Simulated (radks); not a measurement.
All-electron atom: Zn2+ in [Ne] 3s1 3p6 3d10 4s1 (not the ground configuration). All-electron calculation, scalar-relativistic Kohn-Sham, LDA (Slater exchange, Perdew-Wang correlation), spin-polarised, spherical densities, finite nucleus; open shells are filled with parallel spins first; Fermi nuclear charge, rms radius 3.9283 fm. Program: a radial shooting solver on a logarithmic mesh with Libxc functionals.

Unscreened Slater integrals over Kohn-Sham orbitals (hartree). They are taken over the spin-up orbitals.

| integral | value |
|---|---|
| F0(4s,4s) | 0.42900 |
| F0(4s,3d) | 0.54063 |
| G2(4s,3d) | 0.059703 |
| F0(4s,3p) | 0.54953 |
| G1(4s,3p) | 0.035278 |
| F0(4s,3s) | 0.55140 |
| G0(4s,3s) | 0.025615 |
| F0(3d,3d) | 1.1271 |
| F2(3d,3d) | 0.52074 |
| F4(3d,3d) | 0.32382 |
| F0(3d,3p) | 1.1956 |
| F2(3d,3p) | 0.56371 |
| G1(3d,3p) | 0.69426 |
| G3(3d,3p) | 0.42221 |
| F0(3d,3s) | 1.2164 |
| G2(3d,3s) | 0.52677 |
| F0(3p,3p) | 1.2818 |
| F2(3p,3p) | 0.63952 |
| F0(3p,3s) | 1.3047 |
| G1(3p,3s) | 0.86228 |
| F0(3s,3s) | 1.3298 |
